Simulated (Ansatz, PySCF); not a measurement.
Breaking the B1–H3 bond in aminoborane (SMILES BN) (multiplicity 1 held, fragments rigid). Energies count from the point at 1.193 Å.
Geometry at that point (charge 0, multiplicity 1):
```xyz
6

B     -0.7760     0.0448    -0.0030
N      0.6093    -0.0352     0.0024
H     -1.4138    -0.9629    -0.0311
H     -1.2939     1.1191     0.0205
H      1.2097     0.7728     0.0253
H      1.1130    -0.9068    -0.0162
```

R- and RO- levels are restricted; in cc, def2 and unpolarised 6-31G sets they are followed outwards from rest. U- levels take the lowest unrestricted solution at each point, which mixes spins at long bonds. Curves can end on different states.

Rows in 6-31G* carry no dispersion term and start afresh at each structure (6-31G* with six Cartesian d functions).

Run with Ansatz (Gaussian orbitals); PySCF for 6-31G* rows. Each number belongs to the level named beside it.

### Question
One of these levels gives 5.890 eV for the energy at R = 3.817 Å. Which one is it?
A) U-HF/cc-pVTZ
B) R-r2SCAN/cc-pVTZ
C) R-HF/6-31G*
D) U-B3LYP/6-31G*

### Answer
B, R-r2SCAN/cc-pVTZ. The others give 7.851 (R-HF/6-31G*), 3.854 (U-HF/cc-pVTZ), 4.847 (U-B3LYP/6-31G*)

Doubts at one or more of the structures used: a restricted determinant that unrestricted orbitals would lower (R-HF/6-31G*, R-r2SCAN/cc-pVTZ); a spin-contaminated determinant (U-HF/cc-pVTZ, U-B3LYP/6-31G*).

Ansatz is a first-principles code.
